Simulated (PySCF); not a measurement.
Species: C2H5ClO2Si.
InChI=1S/C2H5ClO2Si/c3-6-4-1-2-5-6/h6H,1-2H2

The closed-shell ground state was solved at several levels (PySCF, density fitting, gas phase, non-relativistic). One conformer (not necessarily the lowest) at the PBE0-D3(BJ)/def2-SVP geometry, without solvent, vibrations or thermal averaging.

```json
{"level": "CAM-B3LYP/def2-SVPD", "basis functions": "177", "total energy (Eh)": "-979.0229", "HOMO (eV)": "-9.83", "LUMO (eV)": "1.12", "gap (eV)": "10.95", "dipole (D)": "2.23"}
{"level": "PBE0/pcSseg-1", "basis functions": "141", "total energy (Eh)": "-978.8977", "HOMO (eV)": "-8.34", "LUMO (eV)": "0.79", "gap (eV)": "9.13", "dipole (D)": "2.42"}
```

Q: What might B97-2/pcSseg-2 (300 basis functions) give for the same quantities?

A: Total energy -979.5819 Eh, HOMO -8.06 eV, LUMO 0.45 eV, gap 8.51 eV, dipole 2.16 D.

Q: Over all these levels, which gives the widest orbital gap and which the narrowest?

A: CAM-B3LYP/def2-SVPD (range-separated hybrid) has the widest, 10.95 eV, and B97-2/pcSseg-2 (global hybrid, 21 % exact exchange) the narrowest, 8.51 eV. Functional and basis both differ between the two, so the spread mixes both effects.

Q: How far do the dipole and the HOMO energy spread over the levels?

A: The dipole runs from 2.16 to 2.42 D (mean 2.27 D) and the HOMO from -9.83 to -8.06 eV.
